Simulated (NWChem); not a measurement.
Species: CH3Cl3Si; SMILES C[Si](Cl)(Cl)Cl

All runs: NWChem. Medium grid unless said otherwise, to which SCAN and Minnesota functionals are sensitive. Structure relaxed at the PBE0/def2-SVP level.

**Question.** Order these by “orbital gap (eV)”, lowest first: Hartree-Fock/def2-TZVPD; r2SCAN/def2-TZVPD; PBE0/def2-TZVPD; LDA (Slater exchange, VWN5)/def2-TZVPD; M06-2X/def2-TZVPD.

**Answer.** LDA (Slater exchange, VWN5)/def2-TZVPD (6.50), r2SCAN/def2-TZVPD (7.40), PBE0/def2-TZVPD (8.85), M06-2X/def2-TZVPD (10.46), Hartree-Fock/def2-TZVPD (13.80)
